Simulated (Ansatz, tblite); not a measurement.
Cost and result up the ladder for AlCl2Br (AlBrCl₂) (4 atoms). Total charge 0; singlet. Geometry: B3LYP-D4/def2-SVP.

```xyz
4

Al    0.0104   -0.0313    0.0026
Cl   -1.3658   -1.6004    0.0022
Cl    2.0477   -0.4532    0.1681
Br   -0.6923    2.0850   -0.1728
```

Ansatz on 4 threads of Arm Neoverse V2 on a shared host; xTB runs through tblite on one thread. Times are rough, summed over both states, and most runs start from the orbitals of an earlier one. PBE0-D4/def2-TZVP serves as the yardstick here, not as an exact answer. The other state is a triplet.

The xTB rows come from tblite.

xTB has no spin-polarisation term.

```json
{"level": "GFN1-xTB", "functions": "36", "wall time": "0.008 s", "vertical triplet (eV)": "5.00", "difference from PBE0-D4/def2-TZVP (eV)": "-0.90"}
{"level": "GFN2-xTB", "functions": "36", "wall time": "0.01 s", "vertical triplet (eV)": "4.54", "difference from PBE0-D4/def2-TZVP (eV)": "-1.36"}
{"level": "PBE-D4/def2-TZVP", "functions": "159", "wall time": "3.6 s", "vertical triplet (eV)": "5.31", "difference from PBE0-D4/def2-TZVP (eV)": "-0.59"}
{"level": "PBE0-D4/def2-TZVP (with forces)", "functions": "159", "wall time": "8.6 s", "vertical triplet (eV)": "5.90", "difference from PBE0-D4/def2-TZVP (eV)": "0.00"}
{"level": "r2SCAN-D4/def2-TZVP", "functions": "159", "wall time": "10 s", "vertical triplet (eV)": "5.73", "difference from PBE0-D4/def2-TZVP (eV)": "-0.17"}
```
